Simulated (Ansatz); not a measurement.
Coupled-cluster diagnostics for (H2Al-mu-OH)2 (Al₂O₂H₆), Ansatz.

Geometry of the singlet (r2SCAN-D4/def2-SVP):

```xyz
10

Al   -1.281    0.633   -0.088
H    -2.577   -0.197    0.306
H    -1.361    2.143   -0.576
O    -0.072   -0.307   -1.164
Al    1.281   -0.633    0.088
H     2.578    0.196   -0.306
H     1.361   -2.143    0.576
O     0.072    0.308    1.164
H     0.063   -0.166   -2.108
H    -0.063    0.166    2.108
```

Correlated methods freeze 12 core orbitals.

(1) Estimate the CCSD(T) correlation energy, the shares of MP2 and (T), T1 and the reference's ⟨S²⟩ for: charge 0, singlet, own geometry in def2-TZVPP; and the rough time on 4 threads of Arm Neoverse V2 on a shared host.

Results:

(1) 
```csv
state,basis,correlation (eV),MP2 share (%),(T) share (%),T1,⟨S²⟩ (pure),wall time
"charge 0, singlet, own geometry",def2-TZVPP,-19.666,92.2,2.9,0.010,0.00 (0.00),3.7 min
```
Customary marks for T1 are 0.02 (closed shells), 0.045 (open shells) and about 0.05 (3d metals). T1 stays under 0.02 throughout.
